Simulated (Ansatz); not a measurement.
C2H9GeN⁺, that is GeH2Me(NHMe) with one electron fewer: single points at one geometry.

```yaml
crystal:
  periodic: [false, false, false]
  atoms:
    - {symbol: Ge, position_ang: [0.572052, 0.608767, 0.273493]}
    - {symbol: H, position_ang: [0.776069, 0.532321, 1.800816]}
    - {symbol: H, position_ang: [1.973182, 0.601456, -0.400763]}
    - {symbol: C, position_ang: [-0.410141, 2.204349, -0.253626]}
    - {symbol: H, position_ang: [0.139550, 3.110197, 0.040351]}
    - {symbol: H, position_ang: [-1.397628, 2.216352, 0.229146]}
    - {symbol: H, position_ang: [-0.551048, 2.228563, -1.344453]}
    - {symbol: N, position_ang: [-0.459436, -0.843719, -0.177348]}
    - {symbol: C, position_ang: [-0.028718, -2.181938, 0.149518]}
    - {symbol: H, position_ang: [-0.858615, -0.782967, -1.109498]}
    - {symbol: H, position_ang: [0.823046, -2.565600, -0.450944]}
    - {symbol: H, position_ang: [0.280497, -2.227310, 1.207147]}
    - {symbol: H, position_ang: [-0.858811, -2.900461, 0.036150]}
basis:
  gaussian: {orbitals: def2-TZVP, initial_orbitals: start.molden}
total_charge: 1
magnetization: {spin_polarized: true, initial_magnetization: 1}
hamiltonian: {xc: pbe, dispersion: d4}
scf: {omitted_lower_state_checks: [starts]}
output: {orbitals: {seedname: orbitals}}
```

The file start.molden holds the orbitals of an earlier run on this structure, at another level or in another basis.

```sh
$ ansatz run in.yaml --threads 4 --pin off --events-out ev --progress --plain --max-ram 3916MiB
```

Shortened log:

```
Functional definition: PBE
1269 factors; their error is unknown
mean field evaluation 1: about -60208.3340 eV, gradient 7.7e0 eV
mean field evaluation 2: about -60208.4893 eV, gradient 2.8e-1 eV
mean field evaluation 4: about -60208.4539 eV, gradient 2.3e-2 eV
mean field evaluation 8: about -60208.4539 eV, gradient 2.4e-5 eV
mean field -60208.45385896 eV, -2212.6198685609 hartree, gradient 2.4e-5 eV, S^2 0.754001; 0 other end points of the search recorded, 0 dependent functions left out
reference -60208.45390234 eV, -2212.6198701551 hartree; 30, 29 occupied and 165, 166 virtual orbitals, 1269 factors
Total energy: -60208.65032898 eV, -2212.6270887012 hartree
Checks for a lower state left out: starts
```

Run time 3.2 s (4 threads of Arm Neoverse V1 on a shared host).

As the first input, with `hamiltonian: {xc: r2scan, dispersion: d4}` (abridged; 7 s):

```
Functional definition: r2SCAN
mean field -60219.68286022 eV, -2213.0325267461 hartree, gradient 6.1e-5 eV, S^2 0.758650
Total energy: -60219.73166921 eV, -2213.0343204434 hartree
Checks for a lower state left out: starts
```

The first input with `hamiltonian: {xc: pbe0, dispersion: d4}` (abridged; 4.7 s):

```
Functional definition: PBE0
mean field -60210.46552417 eV, -2212.6937958938 hartree, gradient 9.0e-6 eV, S^2 0.757075
Total energy: -60210.63094802 eV, -2212.6998751082 hartree
Checks for a lower state left out: starts
```

Geometry: PBE0-D4/def2-SVP, that of the neutral singlet.
